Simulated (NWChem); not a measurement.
# C₂H₂ClF₃; SMILES FC(F)[C@H](F)Cl

```xyz
8

F     -0.2295    -2.0462     0.5959
C      0.4582    -0.9000     0.3194
F      1.0352    -1.0228    -0.8997
C     -0.5409     0.2660     0.3232
F     -1.4316     0.1144    -0.6890
Cl     0.3508     1.8144     0.1585
H      1.2466    -0.7499     1.0926
H     -1.0806     0.2992     1.2935
```
Atoms are numbered in this order, from 1.

Results from NWChem. All runs use the structure optimised with PBE-D3(BJ)/def2-SVP. Total energies compare along this basis series because the functional is fixed.

| level | basis functions | energy (Ha) | highest occupied level (eV) | orbital gap (eV) | dipole (D) | relative time |
|---|---|---|---|---|---|---|
| B3LYP/def2-SVP | 98 | -836.7051 | -8.74 | 9.04 | 2.24 | 1 |
| B3LYP/def2-SVPD | 152 | -836.7474 | -9.17 | 8.54 | 2.39 | 3 |
| B3LYP/def2-TZVP | 204 | -837.3264 | -9.02 | 8.70 | 2.31 | 4 |
| B3LYP/def2-TZVPP | 225 | -837.3273 | -9.02 | 8.69 | 2.30 | 6 |

Times are rough ratios from one shared machine.
